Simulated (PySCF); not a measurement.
Ga(OH)2(SMe) (CH5GaO2S), SMILES C[S][Ga]([OH])[OH].

Geometry: B3LYP-D3(BJ)/def2-SVP. The structure was generated by enumeration; whether it is a known compound was not checked. The values are those of a single conformer.

Level of theory: PySCF with B3LYP/def2-TZVP.

Gas-phase values at a fixed geometry.

```json
{
  "total_energy": "-2514.87116 hartree",
  "point_group": "Cs",
  "highest_occupied_level": "-6.87 eV",
  "lowest_empty_level": "-1.22 eV",
  "orbital_gap": "5.65 eV",
  "dipole_moment": "2.39 D",
  "quadrupole, principal values (traceless, Buckingham form, about the centre of nuclear charge)": "-10.95, -1.83, 12.77 D·Å",
  "mean_static_polarisability": "65.4 bohr³ (9.69 Å³)",
  "polarisability_principal_values": "47.7, 64.8, 83.7 bohr³"
}
```
